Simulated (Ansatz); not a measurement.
CH₃BrZn⁺, that is ZnMeBr with one electron fewer. The state is a doublet with charge 1. Geometry PBE0-D4/def2-TZVP; atoms count from 1.

Cartesian coordinates in Å:
```
Zn 0.296 -0.860 0.705
C -0.353 0.718 -0.626
H -1.418 0.602 -0.419
H 0.045 0.304 -1.553
H 0.176 1.551 -0.166
Br 1.253 -2.315 2.059
```

Q: Estimate the Mulliken populations from the PBE0/def2-TZVP orbitals of Ansatz.

A: 
| atom | charge (e) | spin (α − β) | d electrons |
| --- | --- | --- | --- |
| Zn1 | 0.61 | 0.16 | 10.07 |
| C2 | -0.29 | 0.70 | – |
| H3 | 0.23 | -0.01 | – |
| H4 | 0.23 | -0.02 | – |
| H5 | 0.23 | -0.02 | – |
| Br6 | -0.01 | 0.18 | – |
Mulliken values depend strongly on the basis.

Q: Where does the spin sit?

A: Summed by element: Zn 0.16, C 0.70, H -0.04, Br 0.18, of 1 unpaired in all. Largest on single atoms: C2 0.70, Br6 0.18, Zn1 0.16.

Q: And the Mayer bond orders between heavy atoms (over 0.3)?

A: Zn1–C2 0.55 (2.16 Å); Zn1–Br6 1.29 (2.21 Å).
